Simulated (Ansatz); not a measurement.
Na₆Pt⁻ (the lowest doublet isomer of a short search), 7 atoms. Hardware: 4 threads of Arm Neoverse V2 on a shared host.

In the def2 sets Pt takes a core potential; there is no spin–orbit coupling. Correlated methods freeze 6 core orbitals; core or outer-core shells of Pt, Na are correlated, in sets that lack core-valence functions.

Q: How many basis functions does each of these Ansatz runs have, and roughly what does it cost? PBE0-D4/def2-TZVPD, charge -1 doublet, energy, from earlier orbitals; LC-ωPBE/def2-TZVPD, charge -1 doublet, energy, from earlier orbitals; RPA@PBE/def2-TZVPD, charge -1 doublet, energy, from earlier orbitals; PBE0-D4/def2-SVPD, charge -1 doublet, relaxation, 29 steps; MP2/def2-TZVPD, charge -1 doublet, energy, from earlier orbitals; PBE-D4/def2-SVP, charge -1 doublet, energy with a search over starts; r2SCAN-D4/def2-TZVPD, charge -1 doublet, energy, from earlier orbitals; PBE-D4/def2-TZVPD, charge -1 doublet, energy and forces, from earlier orbitals; BHLYP-D4/def2-TZVPD, charge -1 doublet, energy, from earlier orbitals.

A: Other jobs shared the machine, so times can vary by a factor of up to 3. A dash marks memory too small to be measured apart from the calling script's.

```csv
run,functions,fitting or Cholesky vectors,wall time,peak host memory (GiB)
"MP2/def2-TZVPD, charge -1 doublet, energy, from earlier orbitals",253,2264,30 s,1.3
"PBE-D4/def2-TZVPD, charge -1 doublet, energy and forces, from earlier orbitals",253,2285,42 s,1.3
"PBE-D4/def2-SVP, charge -1 doublet, energy with a search over starts",122,1383,48 s,–
"RPA@PBE/def2-TZVPD, charge -1 doublet, energy, from earlier orbitals",253,2264,48 s,1.4
"LC-ωPBE/def2-TZVPD, charge -1 doublet, energy, from earlier orbitals",253,2285,54 s,2.1
"r2SCAN-D4/def2-TZVPD, charge -1 doublet, energy, from earlier orbitals",253,2285,86 s,1.6
"PBE0-D4/def2-TZVPD, charge -1 doublet, energy, from earlier orbitals",253,2392,1.9 min,1.5
"BHLYP-D4/def2-TZVPD, charge -1 doublet, energy, from earlier orbitals",253,2561,2.3 min,1.6
"PBE0-D4/def2-SVPD, charge -1 doublet, relaxation, 29 steps",143,1350,5.2 min,0.6
```
